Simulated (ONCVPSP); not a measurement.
**I ONCV: all-electron and pseudo phase curves**

```
Element                 : I (Z = 53)
Generator               : ONCVPSP 4.0.1
Type                    : optimised norm-conserving Vanderbilt (ONCV)
Functional              : PBE
Relativity              : scalar-relativistic
Frozen core             : [Ar] 3d10
Valence charge          : 25
Reference configuration : 4s2 4p6 4d10 5s2 5p5
Partial waves           : 4s+5s: rc 0.95 bohr, ncon 4, nbas 9, qcut 11.3 1/bohr, 2 projectors; 4p+5p: rc 1.55 bohr, ncon 4, nbas 8, qcut 8.1 1/bohr, 2 projectors; 4d: rc 1.15 bohr, ncon 4, nbas 8, qcut 16.6 1/bohr, 2 projectors, debl 2.9 Ha
Local potential         : polynomial inside 0.75 bohr (lpopt 5, dvloc0 1 Ha)
Core correction         : polynomial model core, fcfact 0.4
```

The phase is arctan(r·R′/R) of the radial function R(r), unwrapped; energies in Ha, scanned from -8 to 5 Ha. A pole is an energy at which the radial function vanishes at the test radius. The pseudo phase is shifted by a multiple of π to meet the all-electron one at the reference energy, and phase errors are pseudo minus all-electron; the curves can meet again beyond the range given. Levels narrower than the energy grid can be missing from the lists of poles.

For each channel, where are the poles, and over which energies does the pseudopotential scatter like the atom?

| channel | radius (bohr) | reference energy (Ha) | poles, all-electron | poles, pseudo | unbroken range about the reference energy with phases within 0.05 rad | phase error 1 Ha above the reference energy (rad) |
| --- | --- | --- | --- | --- | --- | --- |
| s | 0.96 | -0.64 | -2.95 | -2.95 | the whole range | -0.000 |
| p | 1.57 | -0.26 | -4.52 | -4.52 | the whole range | -0.000 |
| d | 1.17 | -1.85 | 0.26 | 0.26 | the whole range | +0.000 |

Phases in the d channel:

```json
{"E (Ha)": "-7.96", "all-electron": "1.223", "pseudo": "1.223"}
{"E (Ha)": "-7.60", "all-electron": "1.206", "pseudo": "1.206"}
{"E (Ha)": "-7.24", "all-electron": "1.185", "pseudo": "1.185"}
{"E (Ha)": "-6.88", "all-electron": "1.162", "pseudo": "1.162"}
{"E (Ha)": "-6.52", "all-electron": "1.133", "pseudo": "1.133"}
{"E (Ha)": "-6.16", "all-electron": "1.099", "pseudo": "1.099"}
{"E (Ha)": "-5.80", "all-electron": "1.057", "pseudo": "1.057"}
{"E (Ha)": "-5.44", "all-electron": "1.004", "pseudo": "1.004"}
{"E (Ha)": "-5.08", "all-electron": "0.934", "pseudo": "0.934"}
{"E (Ha)": "-4.72", "all-electron": "0.839", "pseudo": "0.839"}
{"E (Ha)": "-4.36", "all-electron": "0.707", "pseudo": "0.706"}
{"E (Ha)": "-4.00", "all-electron": "0.513", "pseudo": "0.513"}
{"E (Ha)": "-3.64", "all-electron": "0.234", "pseudo": "0.233"}
{"E (Ha)": "-3.28", "all-electron": "-0.135", "pseudo": "-0.135"}
{"E (Ha)": "-2.92", "all-electron": "-0.519", "pseudo": "-0.519"}
{"E (Ha)": "-2.56", "all-electron": "-0.830", "pseudo": "-0.830"}
{"E (Ha)": "-2.20", "all-electron": "-1.049", "pseudo": "-1.049"}
{"E (Ha)": "-1.84", "all-electron": "-1.200", "pseudo": "-1.200"}
{"E (Ha)": "-1.48", "all-electron": "-1.307", "pseudo": "-1.307"}
{"E (Ha)": "-1.12", "all-electron": "-1.386", "pseudo": "-1.386"}
{"E (Ha)": "-0.76", "all-electron": "-1.448", "pseudo": "-1.448"}
{"E (Ha)": "-0.40", "all-electron": "-1.498", "pseudo": "-1.498"}
{"E (Ha)": "-0.04", "all-electron": "-1.540", "pseudo": "-1.540"}
{"E (Ha)": "0.32", "all-electron": "-1.577", "pseudo": "-1.577"}
{"E (Ha)": "0.68", "all-electron": "-1.609", "pseudo": "-1.609"}
{"E (Ha)": "1.04", "all-electron": "-1.640", "pseudo": "-1.640"}
{"E (Ha)": "1.40", "all-electron": "-1.668", "pseudo": "-1.668"}
{"E (Ha)": "1.76", "all-electron": "-1.696", "pseudo": "-1.696"}
{"E (Ha)": "2.12", "all-electron": "-1.725", "pseudo": "-1.725"}
{"E (Ha)": "2.48", "all-electron": "-1.754", "pseudo": "-1.754"}
{"E (Ha)": "2.84", "all-electron": "-1.785", "pseudo": "-1.785"}
{"E (Ha)": "3.20", "all-electron": "-1.819", "pseudo": "-1.819"}
{"E (Ha)": "3.56", "all-electron": "-1.856", "pseudo": "-1.856"}
{"E (Ha)": "3.92", "all-electron": "-1.899", "pseudo": "-1.899"}
{"E (Ha)": "4.28", "all-electron": "-1.950", "pseudo": "-1.950"}
{"E (Ha)": "4.64", "all-electron": "-2.012", "pseudo": "-2.012"}
{"E (Ha)": "5.00", "all-electron": "-2.089", "pseudo": "-2.090"}
```
